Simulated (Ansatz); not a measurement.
(1) Predict a relaxed structure of the cluster MgSe₂ (the lowest singlet isomer of a short search), charge 0, singlet, at PBE-D4/def2-TZVP (Ansatz).

Answers

(1) 
Cartesian coordinates in Å:
```
Mg -1.307 0.071 0.264
Se 0.643 -1.295 0.153
Se 0.665 1.224 -0.417
```
Point group C2v (tolerance 0.1 Å). This is one stationary point.

At PBE-D4/def2-TZVP a triplet of charge 0 lies 0.06 eV below the restricted singlet, each at its own geometry. The structure comes from a short search, and lower isomers may exist.
